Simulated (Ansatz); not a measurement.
Calculated with Ansatz (gas phase, PBE0-D4/def2-TZVP geometries, no zero-point term in ΔE). CBS: MP2 limit from def2 TZ/QZ plus the TZ coupled-cluster correction, frozen cores. This one scheme is used for every species. Functionals use def2-TZVPP. Elements past krypton have def2 core potentials. For Sn outer-core shells are correlated without core-valence functions, which leaves a few kJ/mol of doubt a bond. One conformer a species, not always the lowest.

`[BH2][SnH2][OH]` + H₂O → `[OH][SnH2][OH]` + BH₃  (formal hydrolysis of the Sn–B bond)

`[BH2][SnH2][OH]`:

Cartesian coordinates in Å:
```
B 0.641 1.323 0.599
Sn 0.226 -0.704 -0.276
O -1.642 -0.825 -0.918
H -0.249 2.088 0.820
H 1.757 1.652 0.866
H 0.444 -1.957 0.879
H 1.100 -1.083 -1.690
H -2.277 -0.494 -0.280
```

H₂O:

```xyz
3

O     0.194   -0.074    0.329
H     0.221    0.728   -0.196
H    -0.415   -0.654   -0.133
```

`[OH][SnH2][OH]`:

```xyz
7

O     0.209   -1.094   -1.264
Sn   -0.265    0.479   -0.191
O     0.323    0.131    1.648
H     1.153   -1.270   -1.282
H     0.639    1.845   -0.646
H    -1.959    0.543   -0.308
H    -0.100   -0.634    2.043
```

BH₃:

Cartesian coordinates in Å:
```
B 0.000 0.000 0.000
H -0.797 -0.880 0.117
H 1.148 -0.196 0.262
H -0.350 1.076 -0.379
```

Task: Is it downhill or uphill in electronic energy at CCSD(T)/CBS, and by how much? (An estimate is asked.)

Result: Computed: Downhill: ΔE = -0.38 eV.

Task: What do these levels give: BHLYP-D4, PBE0, r2SCAN0, MP2/def2-SVP, CCSD(T)/def2-SVP, CCSD/CBS(def2)? (An estimate is asked.)

Result: Computed: BHLYP-D4 -0.43, PBE0 -0.30, r2SCAN0 -0.36, MP2/def2-SVP -0.50, CCSD(T)/def2-SVP -0.40, CCSD/CBS(def2) -0.38 eV.

Largest T1 diagnostic among the species: 0.014.

In def2-TZVPP, CCSD(T) changes the Hartree–Fock value by +0.15 eV (the triples alone add −0.01 eV) and MP2 by +0.10 eV. Leaving LDA and LC-ωPBE aside and taking each functional with its dispersion term where it has one, the values, not all of them listed here, spread over 0.17 eV, from B2PLYP to HSE06-D4. LDA lies +0.08 eV from PBE without D4.
